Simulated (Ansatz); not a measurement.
Cost and result for the atomization energy of `[SH][Cd][Cl]` (4 atoms, 3 bonds).

```xyz
4

S    -1.426   -0.999    0.098
Cd    0.678   -0.041   -0.138
Cl    2.753    0.868   -0.376
H    -2.006    0.172    0.416
```

The species carries charge 0 and has multiplicity 1. Correlated methods include outer-core shells of Cd, which these sets cover unevenly. Cd: def2 effective core potential. The geometry is a stationary point of PBE0-D4/def2-TZVP. It is one conformer, not always the lowest. Program: Ansatz. All runs use 2 threads of a server CPU on a shared host. Times are those of one run each, without the atoms' runs, and a repeat can differ threefold. Electronic energies, without spin–orbit coupling; frozen cores. CCSD(T)/CBS adds CCSD(T) − MP2 in def2-TZVPP to the MP2 limit, and its time is that of the two runs behind it. T1 = 0.013. With those shells the extrapolation isn't a true limit. B3LYP takes the VWN-RPA correlation (the form of Gaussian; ORCA's B3LYP/G).

CCSD(T)/CBS is a level of theory with its own doubt, some kJ/mol a heavy atom from the limit and from the frozen cores, so smaller differences don't rank the functionals.

```csv
level,functions,wall time,atomization (kcal/mol),difference from CCSD(T)/CBS,per bond
LDA (SPW92)/def2-TZVPP,154,0.55 s,239.6,33.7,11.3
CCSD(T)/def2-SVP,72,1 s,184.4,-21.5,-7.2
BHLYP-D4/def2-TZVPP,154,1.4 s,194.9,-11.0,-3.7
CAM-B3LYP-D4/def2-TZVPP,154,1.5 s,201.0,-4.9,-1.6
B3LYP-D4/def2-TZVPP (with forces),154,1.8 s,197.3,-8.6,-2.9
r2SCAN-D4/def2-TZVPP (with forces),154,2.2 s,209.2,3.3,1.1
PBE-QIDH/def2-TZVPP,154,2.2 s,205.0,-0.9,-0.3
B2PLYP/def2-TZVPP,154,2.3 s,196.0,-9.9,-3.3
B97M-V/def2-TZVPP,154,3.4 s,207.4,1.5,0.5
ωB97M-V/def2-TZVPP (with forces),154,4 s,210.2,4.3,1.5
MP2/def2-QZVPP,258,4.7 s,206.5,0.6,0.2
CCSD(T)/def2-TZVPP,154,10 s,194.3,-11.6,-3.9
CCSD(T)/CBS(def2),–,15 s,205.9,0.0,0.0
```

The D4 term adds +3.6 kcal/mol with B3LYP and +1.9 kcal/mol with PBE0; it sums over pairs of atoms, weighted by their polarisabilities, and B3LYP, whose exchange is more repulsive, gets the larger term. At CCSD(T), def2-SVP lies −21.5 kcal/mol from the extrapolated value and def2-TZVPP −11.6 kcal/mol: correlation converges slowly with the basis, and small sets miss more of it in the bonded molecule than in its fragments. Leaving LDA and LC-ωPBE aside and taking each functional with its dispersion term where it has one, the values, not all of them listed here, spread over 16.5 kcal/mol, from BLYP-D4 to ωB97X-V. LDA lies +35.3 kcal/mol from PBE without D4, its usual overbinding.
